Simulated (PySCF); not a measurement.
Te⁴⁰⁺: ionisation energy

Te⁴⁰⁺ [Ne] 3s2 (1S) → Te⁴¹⁺ [Ne] 3s1 (2S), as a difference of total energies. All numbers are calculated (PySCF 2.14, no relativity, point nucleus, in an uncontracted even-tempered set (16 s from 7.7 bohr⁻², ratio 2.5; 10 p from 10 bohr⁻², ratio 2.5; 4 d from 37 bohr⁻², ratio 2.7; 4 f from 55 bohr⁻², ratio 2.7)). Correlated levels: outer shells: 1s2 frozen; virtual orbitals above 40 to 60 times the deepest correlated orbital energy dropped. The calculations carry no spin-orbit coupling.

```tsv
method	ionisation energy (eV)
UHF	2852.8
MP2 (outer shells)	2856.8
SCS-MP2 (outer shells)	2857.3
CCSD (outer shells)	2858.2
CCSD(T) (outer shells)	2858.2
```

**Question.** How much does correlation contribute at CCSD(T) (outer shells)?

**Answer.** 2858.2 − (2852.8) = 5.4 eV, measured against UHF.

The gap to the reference is mostly relativistic.

For comparison: 2954 ± 4 eV (theoretical estimate listed by NIST; NIST Atomic Spectra Database, ionization energies).
